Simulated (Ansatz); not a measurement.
Job for Ansatz (an electronic-structure program): R-wB97M-V/def2-TZVPP on CrF6 (SMILES [F][Cr]([F])([F])([F])([F])[F]).

Ansatz 0.2 input:
```yaml
crystal:
  periodic: [false, false, false]
  atoms:
    - {symbol: Cr, position_ang: [-0.00000000, 0.00000000, -0.00000000]}
    - {symbol: F, position_ang: [1.72664438, 0.00000000, 0.00000000]}
    - {symbol: F, position_ang: [-1.72664438, 0.00000000, -0.00000000]}
    - {symbol: F, position_ang: [0.00000000, 1.72664438, -0.00000000]}
    - {symbol: F, position_ang: [0.00000000, -1.72664438, -0.00000000]}
    - {symbol: F, position_ang: [-0.00000000, 0.00000000, 1.72664438]}
    - {symbol: F, position_ang: [-0.00000000, 0.00000000, -1.72664438]}
basis:
  gaussian:
    orbitals: def2-TZVPP
hamiltonian:
  xc: {name: wB97M-V}
scf: {lower_state_search: off}
```

Program output:

```
WARN ansatz: RAYON_NUM_THREADS=4 ignored (pool sized by the plan → 4); use --threads N
Functional definition: wB97M-V
these checks for a lower state are left out or cut short: stability, starts, cluster_reference, orbital_swaps, neighbouring_geometries, increment
integrals: 0.30 GiB planned
1396 factors; their error is unknown
integrals: 0.34 GiB planned
235 factors; integrals over basis functions are off by at most 6.7e-6 eV
mean field: 2.29 GiB planned
mean field evaluation 1: about -44687.6913 eV, gradient 1.4e2 eV
mean field evaluation 2: about -44081.6713 eV, gradient 6.9e2 eV
mean field evaluation 4: about -44716.4447 eV, gradient 7.7e1 eV
mean field evaluation 8: about -44722.8516 eV, gradient 1.6e-1 eV
mean field evaluation 16: about -44722.9678 eV, gradient 3.5e-3 eV
mean field -44722.96775195 eV, -1643.5387505680 hartree, gradient 3.1e-6 eV, S^2 0.000000; 0 other end points of the search recorded, 0 dependent functions left out
reference -44722.96782187 eV, -1643.5387531372 hartree; 39, 39 occupied and 211, 211 virtual orbitals, 1396 factors
Total energy: -44722.96782187 eV, -1643.5387531372 hartree
Checks for a lower state left out: stability, starts, cluster_reference, orbital_swaps, neighbouring_geometries, increment
```

Self-consistency was reached.

Cost: about 24 core-seconds (a rough figure).
